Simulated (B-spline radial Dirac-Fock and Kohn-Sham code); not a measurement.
**Electron momentum distribution of I⁵¹⁺: Compton profiles**

System: the I⁵¹⁺ ion in the configuration 1s2.

The run's input, task.json:

```json
{"items": [{
  "Z": 53,
  "q": 51,
  "cfg": [[1, 0, 2]],
  "A": 127,
  "rrms": 4.75,
  "do": ["scatter"],
  "s": [0.0, 0.05, 0.06, 0.08, 0.1, 0.12, 0.16, 0.2, 0.25, 0.32, 0.41, 0.51, 0.65, 0.83, 1.05, 1.33, 1.69, 2.14, 2.71, 3.44, 4.36, 5.53, 7.02],
  "pz": [0, 0.1, 0.2, 0.3, 0.4, 0.5, 0.6, 0.8, 1.0, 1.2, 1.4, 1.6, 1.8, 2.0, 2.5, 3.0, 4.0, 5.0, 7.0, 10.0, 15.0, 20.0, 30.0, 40.0, 60.0, 100.0],
  "hv_scatter": [5000, 8047.8, 10000, 17479.3, 50000, 100000, 500000, 1000000]
}]}
```

Launch: `python xray_run.py task.json out`

These are calculated numbers from a radial finite-basis atomic code; the model is the impulse approximation on Dirac-Fock densities. pz is in atomic units of momentum; subshell profiles are per electron, for a selection of subshells; open shells are spread over both j values by their weights.

```
 pz    J total   J 1s1/2
  0    0.03026    0.0151
1.6    0.03018    0.0151
1.8    0.03016    0.0151
  2    0.03014    0.0151
2.5    0.03007    0.0150
  3    0.02999    0.0150
  4    0.02978    0.0149
  5    0.02952    0.0148
  7    0.02883    0.0144
 10    0.02743    0.0137
 15    0.02438    0.0122
 20    0.02085    0.0104
 30    0.01394   0.00697
 40   0.008651   0.00433
 60   0.003127   0.00156
100  0.0005023  0.000251
```

J(0) = 0.03026. The 1s1/2 subshell gives the largest part, 100 %.

Mean momentum ⟨p⟩ by subshell (a.u.): 1s1/2 49.5.
